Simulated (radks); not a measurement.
Values are calculated unless marked as measured or tabulated.
Mean orbital radii <r> (bohr) of neutral silicon, [Ne] 3s2 3p2, at several levels of relativity; Dirac values are averaged over j with weights 2j + 1. Spin-unpolarised spherical Kohn-Sham, PBE, point nucleus unless stated (finite: rms radius 3.1224 fm), a radial shooting solver on a logarithmic mesh with Libxc functionals. A level marked "c x" has the speed of light scaled by that factor and shares open shells by 2j + 1; other Dirac levels either fill j = l - 1/2 first or share by 2j + 1.

shell,non-rel.,"Dirac, 2j+1 shares","Dirac, 2j+1 shares, finite nucleus","Dirac, c x 100","change of magnitude, last against first (%)"
1s,0.1116,0.1113,0.1113,0.1116,0.00
2s,0.5699,0.5679,0.5679,0.5699,0.00
2p,0.5381,0.5376,0.5376,0.5381,0.00
3s,2.168,2.163,2.163,2.168,0.00
3p,2.794,2.795,2.795,2.794,0.00
